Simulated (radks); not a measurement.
Problem. Coherent X-ray form factor from a spherical all-electron density. All-electron calculation, non-relativistic Kohn-Sham, LDA (Slater exchange, Perdew-Wang correlation), spin-polarised, spherical densities, point nucleus. Program: a radial shooting solver on a logarithmic mesh with Libxc functionals.

sin(theta)/lambda (1/angstrom),f0 (electrons)
0.05,4.854
0.1,4.462
0.15,3.931
0.2,3.376
0.25,2.878
0.3,2.476
0.4,1.953
0.5,1.683
0.6,1.530
0.8,1.315
1,1.107
1.25,0.861
1.5,0.653
2,0.370

The species is in the configuration that NIST lists as its ground one. Which atom or ion scatters so?

Solution. The carbon ion C+, [He] 2s2 2p1. Extrapolating in s^2 from the first two rows gives f0(0) = 5.0, near the electron count 5; among species with that count, the fall with angle is slower the higher Z, and the table is that of Z = 6; from so few rows the species is fixed only to a neighbour or two.
